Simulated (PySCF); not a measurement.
BCl3H2O2Si. Atoms are numbered in the order given.

```xyz
9

Si     0.0425    -0.2473     0.0000
Cl    -2.0386    -0.5466     0.0000
Cl     0.8168    -1.1851     1.6781
Cl     0.8168    -1.1851    -1.6781
B      0.2606     1.7705     0.0000
O      1.5070     2.3102     0.0000
O     -0.8586     2.5519     0.0000
H      1.4767     3.2879     0.0000
H     -1.6752     2.0120     0.0000
```
Charge 0, spin multiplicity 1.

Geometry optimised at PBE-D3(BJ)/def2-SVP. This is a generated structure with no PubChem entry under its InChIKey; it may be hypothetical. Other conformers were not sampled.

These are PBE-D3(BJ)/def2-SVP (PySCF 2.14.0) values and carry that method's errors.

Frequencies are harmonic and unscaled.

```
mode  ν (cm⁻¹)  IR (km/mol)    moving atoms (share of kinetic energy)
----  --------  -----------  ----------------------------------------
1           34          0.3                           O 80 %, Cl 13 %
2           82          0.1                           Cl 62 %, O 27 %
3           94          1.7                           Cl 54 %, O 35 %
4          158          1.9                           Cl 80 %, O 10 %
5          164          1.3                          Cl 84 %, Si 12 %
6          185         10.7                           Cl 52 %, O 32 %
7          278          3.6                   O 51 %, Cl 26 %, B 14 %
8          321          6.1                  Cl 52 %, O 30 %, Si 12 %
9          452         99.1  Cl 31 %, Si 23 %, O 21 %, B 12 %, H 12 %
10         462          9.6                   B 53 %, H 35 %, Cl 10 %
11         566        114.2                          Si 63 %, Cl 28 %
12         583        289.3                   H 67 %, Si 10 %, O 10 %
13         593         50.4           Si 54 %, Cl 22 %, H 12 %, B 8 %
14         625         66.5   Si 46 %, O 25 %, B 11 %, H 10 %, Cl 8 %
15         630          1.7                    H 69 %, B 19 %, O 11 %
16         981         99.8                            H 59 %, O 40 %
17        1013        143.9                            H 84 %, O 13 %
18        1268        238.4                    B 57 %, O 25 %, H 17 %
19        1447        205.0                            B 71 %, O 25 %
20        3655        105.8                                    H 94 %
21        3682         51.2                                    H 94 %
```
